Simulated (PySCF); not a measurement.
CH10N2Si3, SMILES N1[Si@@H]([SiH2][Si@@H]1N)C. Geometry: PBE-D3(BJ)/def2-SVP. The structure was generated by enumeration; whether it is a known compound was not checked. One conformer was computed; it need not be the lowest.

Give the equilibrium geometry at PBE-D3(BJ)/def2-SVP (PySCF confirms it by a frequency run) as a Z-matrix. (The exact figures need the calculation; the answer reports its results.)

One answer among several that fit: 
```
N
H 1 1.0260
Si 1 1.7640 2 123.95
N 3 1.7431 1 111.56 2 55.11
H 4 1.0230 3 118.55 1 -152.67
H 4 1.0232 5 110.76 3 144.58
Si 1 1.7770 2 125.39 3 -176.32
H 3 1.5102 4 102.95 5 -27.84
H 7 1.5120 1 112.76 2 62.42
C 7 1.8912 9 107.92 1 125.93
H 10 1.1083 7 110.91 9 177.39
H 10 1.1095 11 108.44 7 121.38
H 10 1.1102 11 108.25 12 116.68
Si 7 2.3570 9 115.78 1 -98.02
H 14 1.5064 7 118.25 9 -3.37
H 14 1.5085 15 109.10 7 134.67
```
Charge 0, spin multiplicity 1.
